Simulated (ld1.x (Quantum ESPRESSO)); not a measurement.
# niobium: excitation energies, all-electron against TM

Nb (Z = 41), norm-conserving Troullier–Martins (Kleinman–Bylander form), made with ld1.x (Quantum ESPRESSO) 7.5 (LDA (PZ), scalar-relativistic). Core [Kr], reference 4d4 5s1 5p0. Waves: 5p (bound, empty): rc 4.15 bohr; 4d (bound): rc 1.80 bohr; 5s (bound): rc 2.70 bohr. Local part: the s channel. Core correction: none.

Energies are relative to the spin-unpolarised reference configuration 4d4 5s1 5p0; without spin polarisation the order of configurations can differ from experiment. Spin-polarised rows fill each open shell by Hund’s rule, majority spin first.

(1) Give the all-electron excitation energy and the error of the potential for: 4d4 5s0 5p0; 4d3 5s0 5p0; 4d2 5s0 5p0; 4d3 5s1 5p1; 4d1 5s0 5p0; 4d4 5s0 5p1; 4d3 5s2 5p0; 4d4 5s1 5p0 (spin-polarised); 4d4 5s0 5p0 (spin-polarised).

Levels in the configuration 4d4 5s0 5p0:

```
level  all-electron (eV)  pseudo (eV)
   4d             -9.551       -9.521
```

Answers

(1)

| valence configuration | charge | ΔE all-electron (eV) | error AE − PS (meV) |
| --- | --- | --- | --- |
| 4d4 5s0 5p0 | +1 | 6.916 | +4.8 |
| 4d3 5s0 5p0 | +2 | 21.192 | -9.7 |
| 4d2 5s0 5p0 | +3 | 46.126 | -88 |
| 4d3 5s1 5p1 | 0 | 2.822 | -52 |
| 4d1 5s0 5p0 | +4 | 83.215 | +101 |
| 4d4 5s0 5p1 | 0 | 3.048 | +2.8 |
| 4d3 5s2 5p0 | 0 | -0.561 | -39 |
| 4d4 5s1 5p0 (spin-polarised) | 0 | -2.609 | +2447 |
| 4d4 5s0 5p0 (spin-polarised) | +1 | 4.795 | +2513 |
